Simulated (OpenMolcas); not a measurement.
## d3 ions of charge +3 down a group on the Mg site of MgO

* Program: OpenMolcas 26.06
* Method: CASSCF
* Spin-orbit coupling: RASSI with atomic mean-field integrals over the reference wave functions

The d shell is active. Each dopant is a cluster with its nearest anions in model potentials and point charges, with no relaxation and no local charge compensation. Distances were set from a Shannon-type radius of the metal (high-spin where two are listed) plus a fixed donor radius (O 1.38 Å), in hosts weighted 0.65 to 0.35 with the host's distance in the model lattice. Ligand basis ANO-RCC-VDZP, DKH2 Hamiltonian. States (labels of O, the rotations of Oh). Energies in cm-1 above the lowest state or level, χT in cm3 K/mol; 10Dq and B are least-squares fits to the states below 45000 cm-1, weighted by degeneracy, with a free offset, and given where the rms deviation is under 5 % of |10Dq| (or 100 cm-1) and under 700 cm-1. Spin-only χT is S(S+1) / 2 for the spin of the ground state.

```
 Ion  Shell  R (Å)   Metal basis  Ground state  First state of that spin   10Dq  B (rms of fit)  First gap with spin-orbit (degeneracies)  χT at 300 K  First state of another spin  Spin-only χT
Cr3+    3d3  2.034  ANO-RCC-VTZP           4A2                 4T2 15525  15330       1015 (87)                              15422 (4, 2)        1.838                     2E 18559         1.875
Mo3+    4d3  2.082  ANO-RCC-VTZP           4A2                 4T2 32060  31957        683 (33)                              12799 (4, 4)        1.810                     2E 12827         1.875
```

|10Dq| changes by a factor of 31957 / 15330 = 2.08 from Cr3+ to Mo3+.

B goes from 1015 cm-1 (Cr3+) to 683 cm-1 (Mo3+).

χT departs most from the spin-only value for Mo3+, by -0.065 cm3 K/mol.

Without dynamic correlation the repulsion within the d shell is too large (B by tens of per cent), so at a given field states of lower spin stand too high. Ligand-to-metal charge-transfer states are missing. With no ligand orbital active B as a rule stays too high, so bands that hang on it stand too high and its fall with covalency is understated. With metal d orbitals alone and no dynamic correlation 10Dq can be off by a tenth to a fifth, either way, in oxide and fluoride hosts (holds for Cr3+). The least metal-like active orbital is 78 % on the metal (Löwdin) and no ligand orbital is active, so the numbers are rough (holds for Mo3+). With metal d orbitals alone the field can be off either way by tens of per cent (holds for Mo3+). No measured value stands beside these numbers; the geometry was set by hand and not optimised.
